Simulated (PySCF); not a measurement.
NO₃, SMILES [O]N([O])[O] (connectivity only; charge and spin as stated), neutral, multiplicity 2.

The structure is a stationary point at B3LYP-D3(BJ)/def2-TZVP.

Method: PySCF with M06-2X/def2-TZVPD.

Gas-phase values at a fixed geometry.

```yaml
total_energy: -280.21435 hartree
point_group: D3h
"α spin, highest occupied and lowest empty level": -12.75 and -1.69 eV
"β spin, highest occupied and lowest empty level": -11.96 and -5.89 eV
dipole_moment: 0.00 D
quadrupole, principal values (traceless, Buckingham form, about the centre of nuclear charge): -1.23, -1.23, 2.46 D·Å
mean_static_polarisability: 32.8 bohr³ (4.87 Å³)
polarisability_principal_values: 15.0, 41.8, 41.8 bohr³
"⟨S²⟩": 0.762 (pure state 0.75)
```
